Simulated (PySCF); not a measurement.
**Structure from NMR data**

Molecular formula: C5H5F3N2. Simulated spectra:

$^{1}$H NMR (300 MHz, computed): δ 8.48 (br s, 1H), 7.13 (d, J = 1.7 Hz, 1H), 6.98 (d, J = 1.7 Hz, 1H), 3.41 (q, J = 11.1 Hz, 2H).

$^{13}$C{$^{1}$H} NMR (computed): δ 138.0 (C, q, J = 3.3 Hz), 134.8 (CH), 131.1 (C, q, J = 341.7 Hz), 120.5 (CH), 36.9 (CH2, q, J = 32.7 Hz).

Averaged over atoms made equivalent by symmetry, fast rotation or ring inversion, non-relativistic, one conformer, gas phase. J: B3LYP/pcJ-1 (spin–dipole term only in couplings to heteroatoms); coordinates at the PBE0-D3(BJ)/def2-SVP level; GIAO PBE0/pcSseg-1 shieldings; PySCF.

Referencing at the same level of theory: TMS for $^{1}$H, $^{13}$C.

Q: What is the structure?

A: 
1. Rings plus π bonds: 3 (1 ring in the answer).
2. 5 carbon signals for 5 carbons: no two carbons are equivalent.
3. Carbon types of the structure: 2 × C, 2 × CH, 1 × CH2, leaving 1 H on heteroatoms.
4. δC 138.0: substituted aromatic carbon next to a ring nitrogen.
5. δC 134.8, 120.5: aromatic CH next to a ring nitrogen.
6. δC 131.1: CF3 carbon; 3 electronegative neighbours deshield it.
7. δC 36.9: sp3 CH2 on an aromatic ring; aliphatic region, no heteroatom directly attached.
8. δH 8.48: hydrogen on a pyrrole-type ring nitrogen; labile proton, position sensitive to the medium.
9. δH 7.13, 6.98: hydrogen on an aromatic CH next to a ring nitrogen; ring-current deshielding.
10. δH 3.41: hydrogen on an sp3 CH2 on an aromatic ring.

These data were computed for SMILES FC(F)(F)Cc1ncc[nH]1.

This is the structure that produced the data.

Exchangeable OH/NH protons stand at their gas-phase positions; hydrogen bonding in a real sample shifts them, mostly to higher δ. C–F couplings over four or more bonds (about 3 Hz to the para carbon of a fluoroarene) are left out. Common functionals overestimate the size of one-bond C–F couplings by tens of Hz; these are unscaled. Multiplet labels drop couplings under 1 Hz and merge nearly equal ones. Unscaled 3J(H,H) at this level run about 10 % above measured values. Shifts are as computed. Against solution values, carbons near 30 ppm lie about +2 ppm off and those near 130 ppm about +5 ppm. Of 1211 compounds with measured shifts, 218 miss one by over three times the rms of a fit or turn the order of signals round; such compounds aren't used in these exercises. Couplings to exchangeable protons are dropped.
